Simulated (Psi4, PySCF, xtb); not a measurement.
Internal rotation in SMILES c1c([SeH])cc([SiH3])cc1 (C₆H₈SeSi). Scanned: dihedral C5–C6–Se7–H15; all other coordinates were relaxed at GFN2-xTB. Points at φ and −φ are mirror images.

Atom numbering (GFN2-xTB optimised geometry, Å):
```
16

Si     2.5642     0.5079     0.0242
C      0.7565    -0.0426     0.0087
C      0.4309    -1.3957     0.0576
C     -0.8872    -1.8153     0.0557
C     -1.9104    -0.8864     0.0048
C     -1.6001     0.4652    -0.0440
Se    -3.0447     1.7287    -0.1144
C     -0.2785     0.8819    -0.0420
H      3.1443     0.1899     1.3311
H      2.6166     1.9507    -0.2152
H      3.2845    -0.2108    -1.0285
H      1.2237    -2.1290     0.0969
H     -1.1230    -2.8691     0.0935
H     -2.9446    -1.2041     0.0025
H     -2.1813     2.8890    -0.1499
H     -0.0509     1.9396    -0.0812
```

- RKS-B3LYP/6-31G* = PySCF 2.14.0 with restricted B3LYP/6-31G*, spherical d, density fitting // GFN2-xTB
- B3LYP-D3(BJ)/def2-SVP // GFN2-xTB (Psi4)
- GFN1-xTB // GFN2-xTB (xtb)
- RHF/STO-3G = restricted Hartree-Fock/STO-3G // GFN2-xTB in PySCF
- RKS-BP86/6-31G* = restricted BP86/6-31G*, spherical d, density fitting // GFN2-xTB (PySCF 2.14.0)
- PBE-D3(BJ)/def2-SVP // GFN2-xTB (Psi4)

Energies in eV, each method relative to its own lowest point.

| φ / ° | RKS-B3LYP/6-31G* | B3LYP-D3(BJ)/def2-SVP | GFN1-xTB | RHF/STO-3G | RKS-BP86/6-31G* | PBE-D3(BJ)/def2-SVP |
|---|---|---|---|---|---|---|
| -160 | 0.002 | 0.004 | 0.020 | 0.016 | 0.003 | 0.007 |
| -140 | 0.005 | 0.014 | 0.070 | 0.051 | 0.011 | 0.024 |
| -120 | 0.006 | 0.024 | 0.126 | 0.089 | 0.018 | 0.042 |
| -100 | 0.005 | 0.031 | 0.161 | 0.112 | 0.022 | 0.055 |
| -80 | 0.004 | 0.030 | 0.159 | 0.111 | 0.021 | 0.054 |
| -60 | 0.005 | 0.023 | 0.120 | 0.086 | 0.017 | 0.040 |
| -40 | 0.004 | 0.013 | 0.065 | 0.048 | 0.011 | 0.022 |
| -20 | 0.003 | 0.006 | 0.019 | 0.014 | 0.006 | 0.009 |
| 0 | 0.003 | 0.003 | 0.001 | 0.000 | 0.004 | 0.003 |
| 20 | 0.003 | 0.006 | 0.019 | 0.014 | 0.006 | 0.009 |
| 40 | 0.004 | 0.013 | 0.065 | 0.048 | 0.011 | 0.022 |
| 60 | 0.005 | 0.023 | 0.120 | 0.086 | 0.017 | 0.040 |
| 80 | 0.004 | 0.030 | 0.159 | 0.111 | 0.021 | 0.054 |
| 100 | 0.005 | 0.031 | 0.161 | 0.112 | 0.022 | 0.055 |
| 120 | 0.006 | 0.024 | 0.126 | 0.089 | 0.018 | 0.042 |
| 140 | 0.005 | 0.014 | 0.070 | 0.051 | 0.011 | 0.024 |
| 160 | 0.002 | 0.004 | 0.020 | 0.016 | 0.003 | 0.007 |
| 180 | 0.000 | 0.000 | 0.000 | 0.002 | 0.000 | 0.000 |

Root-mean-square difference from the PBE-D3(BJ)/def2-SVP profile, itself a level with limits, after the best constant shift (eV): RKS-B3LYP/6-31G* 0.018, B3LYP-D3(BJ)/def2-SVP 0.009, GFN1-xTB 0.039, RHF/STO-3G 0.021, RKS-BP86/6-31G* 0.012.
